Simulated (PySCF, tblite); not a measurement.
Isomers of C3H4Cl2OSi, one GFN2-xTB conformer each. Single-point energies are computed at PBE0/pcSseg-1 (PySCF, gas phase, no added dispersion term), electronic only.

Question: Rank them by PBE0/pcSseg-1 energy, lowest first (kcal/mol).
A. `[O:1]=[C:2]([Cl:3])/[C:4]([SiH3:5])=[CH:6]\[Cl:7]` with O1–C2–C4–Si5 -174°
B. `C=C1O[Si@@H](Cl)[C@@H]1Cl`

Answer: B (0.0), A (42.6).

As drawn, the lower has a four-membered ring and an Si–O bond, which the higher lacks; the higher has a C=O bond, which the lower lacks. GFN2-xTB itself gives, in the same order: 0.0, 39.6. Both levels put the same isomer lowest.

Question: Which frontier levels, dipoles and rotational constants go with these structures?

Answer: 
| SMILES | HOMO (eV, PBE0/pcSseg-1) | LUMO (eV) | dipole (D) | A, B, C (MHz) |
| --- | --- | --- | --- | --- |
| C=C1O[Si@@H](Cl)[C@@H]1Cl | -7.19 | -0.52 | 0.84 | 2448, 983.4, 762.0 |
| O=C(Cl)/C([SiH3])=C\Cl | -8.40 | -2.65 | 3.20 | 2171, 1025, 703.8 |

Question: What happens when harmonic zero-point energies from GFN2-xTB frequencies are added?

Answer: 
| SMILES | ZPE (kcal/mol) | electronic (kcal/mol) | with ZPE (kcal/mol) |
| --- | --- | --- | --- |
| C=C1O[Si@@H](Cl)[C@@H]1Cl | 39.6 | 0.0 | 0.0 |
| O=C(Cl)/C([SiH3])=C\Cl | 35.5 | 42.6 | 38.6 |

The zero-point energies span 4.1 kcal/mol. The order is unchanged.
